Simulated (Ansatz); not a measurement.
Consider the atomization: `[CH]1=N[SiH2][AlH]1` → Al• + C• + 4 H• + N• + Si•.

Program: Ansatz. Geometries: PBE0-D4/def2-TZVP. ΔE: electronic, gas phase. CBS: MP2 limit from def2 TZ/QZ plus the TZ coupled-cluster correction, frozen cores. This one scheme is used for every species, atoms too. Functionals use def2-TZVPP. B3LYP here is the variant with VWN-RPA as its local correlation; programs differ in this. HSE06 is defined as in plane-wave codes. No spin–orbit coupling; open shells (•) take unrestricted orbitals. Spin–orbit coupling would lower the free atoms: a little for Al, C, Si.

| level | ΔE (kcal/mol) | difference from CCSD(T)/CBS |
| --- | --- | --- |
| LDA (SPW92) | 711.2 | 90.2 |
| PBE-D4 | 634.5 | 13.5 |
| revPBE-D4 | 619.6 | -1.4 |
| BLYP-D4 | 622.9 | 1.9 |
| r2SCAN-D4 | 621.3 | 0.3 |
| B97M-V | 628.3 | 7.3 |
| PBE0-D4 | 620.4 | -0.6 |
| B3LYP-D4 | 621.7 | 0.7 |
| r2SCANh-D4 | 616.0 | -5.0 |
| r2SCAN0-D4 | 608.6 | -12.4 |
| HSE06-D4 | 620.9 | -0.1 |
| BHLYP-D4 | 601.2 | -19.8 |
| CAM-B3LYP-D4 | 622.4 | 1.4 |
| ωB97X-V | 627.0 | 6.0 |
| ωB97M-V | 623.6 | 2.6 |
| B2PLYP | 613.4 | -7.6 |
| PBE-QIDH | 613.9 | -7.1 |
| PBE | 630.3 | 9.3 |
| revPBE | 607.7 | -13.3 |
| BLYP | 613.7 | -7.3 |
| r2SCAN | 620.3 | -0.7 |
| PBE0 | 616.9 | -4.1 |
| B3LYP | 614.8 | -6.2 |
| r2SCANh | 615.0 | -6.0 |
| r2SCAN0 | 607.4 | -13.6 |
| HSE06 | 617.6 | -3.4 |
| BHLYP | 595.4 | -25.6 |
| CAM-B3LYP | 618.8 | -2.2 |
| HF/def2-SVP | 424.9 | -196.1 |
| MP2/def2-SVP | 581.0 | -40.0 |
| CCSD/def2-SVP | 565.0 | -56.0 |
| CCSD(T)/def2-SVP | 575.0 | -46.0 |
| HF/def2-TZVPP | 426.4 | -194.6 |
| MP2/def2-TZVPP | 609.2 | -11.8 |
| SCS-MP2/def2-TZVPP | 610.4 | -10.6 |
| CCSD/def2-TZVPP | 587.8 | -33.2 |
| CCSD(T)/def2-TZVPP | 600.5 | -20.5 |
| HF/def2-QZVPP | 427.9 | -193.1 |
| MP2/CBS(def2) | 629.6 | 8.6 |
| CCSD/CBS(def2) | 608.2 | -12.8 |
| CCSD(T)/CBS | 621.0 | 0 |

Largest T1 diagnostic among the species: 0.018.

From BLYP to BHLYP (50 % exact exchange), in def2-TZVPP and without D4, ΔE moves by −18.3 kcal/mol: exact exchange takes away binding that semilocal exchange gives to molecules. In def2-TZVPP, CCSD(T) changes the Hartree–Fock value by +174.2 kcal/mol (the triples alone add +12.8 kcal/mol) and MP2 by +182.8 kcal/mol; breaking electron pairs costs correlation energy, which Hartree–Fock lacks.

For atomizations the MP2-based limit and the directly extrapolated one differ by several kJ/mol either way, and by 10 to 25 for some Ge, Se and Sn compounds, so smaller differences from it don't rank the levels.
